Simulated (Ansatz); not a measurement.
Mulliken charges of CH₆OSi₂ (`[SiH3]C1O[SiH2]1`) from ωB97M-V/def2-TZVPP in Ansatz (PBE0-D4/def2-TZVP geometry).

| atom | x (Å) | y (Å) | z (Å) | charge (e) |
| --- | --- | --- | --- | --- |
| Si1 | -0.129 | 1.521 | 0.272 | 0.200 |
| C2 | -0.252 | -0.319 | 0.553 | -0.181 |
| O3 | 1.070 | -1.015 | 0.625 | -0.397 |
| Si4 | 0.213 | -1.548 | -0.692 | 0.396 |
| H5 | -1.498 | 2.061 | 0.052 | -0.034 |
| H6 | 0.482 | 2.213 | 1.438 | -0.026 |
| H7 | 0.705 | 1.778 | -0.932 | -0.032 |
| H8 | -0.922 | -0.651 | 1.348 | 0.111 |
| H9 | 0.710 | -1.156 | -2.027 | -0.018 |
| H10 | -0.296 | -2.935 | -0.634 | -0.020 |

Question: By hand: the dipole of these point charges (1 e Å = 4.8032 D).

Answer: Σ q r = (-0.414, -0.025, -0.378) e Å, of length 0.561 e Å = 2.69 D.

Question: How does the dipole of the full density compare? (An estimate is asked.)

Answer: The calculation gave: (-0.278, -0.175, -0.253) e Å, 1.99 D; the point charges give 1.35 times that, at 22° from its direction.

Point charges leave out the atoms' own dipoles, such as those of lone pairs, and Mulliken's split depends on the basis, so the two needn't agree.
